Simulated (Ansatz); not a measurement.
`O=C[NH][GeH3]` and `CNC=O` differ in one atom or group.

Ansatz, PBE0-D4/def2-TZVP geometries, multiplicity 1. Each molecule was computed in one conformer, which needn't be the lowest.

Scalar relativity is left out up to krypton.

| property | `O=C[NH][GeH3]` |
| --- | --- |
| LUMO energy (B3LYP/def2-TZVPP) / eV | 0.03 |
| HOMO energy (PBE0/def2-TZVPP) / eV | -7.66 |
| size of the dipole moment (B3LYP/def2-TZVPP) / D | 3.45 |
| ideal-gas entropy at 298 K and 1 bar (rigid rotor, harmonic PBE0-D4/def2-TZVP) / J/(mol·K) | 319 |
| HOMO energy (ωB97M-V/def2-TZVPP) / eV | -10.09 |
| size of the dipole moment (ωB97M-V/def2-TZVPP) / D | 3.47 |

(1) Give the same properties after the change, and the shifts. (Best estimate.)

Results:

(1) Ansatz gave: 
```tsv
property	`CNC=O`	shift
LUMO energy (B3LYP/def2-TZVPP) / eV	0.42	0.39
HOMO energy (PBE0/def2-TZVPP) / eV	-7.48	0.18
size of the dipole moment (B3LYP/def2-TZVPP) / D	3.94	0.49
ideal-gas entropy at 298 K and 1 bar (rigid rotor, harmonic PBE0-D4/def2-TZVP) / J/(mol·K)	294	-25
HOMO energy (ωB97M-V/def2-TZVPP) / eV	-9.81	0.28
size of the dipole moment (ωB97M-V/def2-TZVPP) / D	3.93	0.46
```

With PBE0 the HOMO rises by 0.18 eV and the LUMO rises by 0.41 eV, so the gap widens by about 0.23 eV. PBE moves the HOMO by 0.22 eV and ωB97M-V by 0.28 eV. Dipoles are sizes alone; their direction can turn.

B3LYP here is the variant with VWN-RPA as its local correlation; programs differ in this.
